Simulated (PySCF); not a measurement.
r2SCANh on O- (oxygen, charge -1), [He] 2s2 2p5, 2P determinant. Calculation: PySCF 2.14, in aug-cc-pCVTZ-DK (7s6p4d2f, 59 functions); the spin-free X2C one-electron Hamiltonian (Gaussian nucleus).

```
cycle= 1 E= -75.159734456746  delta_E= -0.00747  |g|= 0.0361  |ddm|= 0.197
cycle= 2 E= -75.1582913352697  delta_E= 0.00144  |g|= 0.0734  |ddm|= 0.121
cycle= 3 E= -75.1604582225561  delta_E= -0.00217  |g|= 0.00554  |ddm|= 0.0767
cycle= 4 E= -75.1604927346171  delta_E= -3.45e-05  |g|= 0.00201  |ddm|= 0.0137
cycle= 5 E= -75.1605022827632  delta_E= -9.55e-06  |g|= 0.00063  |ddm|= 0.00993
cycle= 6 E= -75.1605030645184  delta_E= -7.82e-07  |g|= 2.06e-05  |ddm|= 0.00356
cycle= 7 E= -75.1605030654527  delta_E= -9.34e-10  |g|= 3.47e-06  |ddm|= 0.000121
converged SCF energy = -75.1605030654527  <S^2> = 0.75944568  2S+1 = 2.0094235
```

Highest occupied orbital energy: 1.890 eV; ⟨L²⟩ = 2.03; populations by l: s 4.00, p 5.00, d 0.00, f 0.00.

Q: Can this result be used?

A: With care. The calculation finished and met its thresholds. At r2SCANh the highest occupied level has a positive energy, so only the finite basis holds that electron; in a semilocal or global hybrid functional this comes from self-interaction and does not mean that the real anion is unbound.
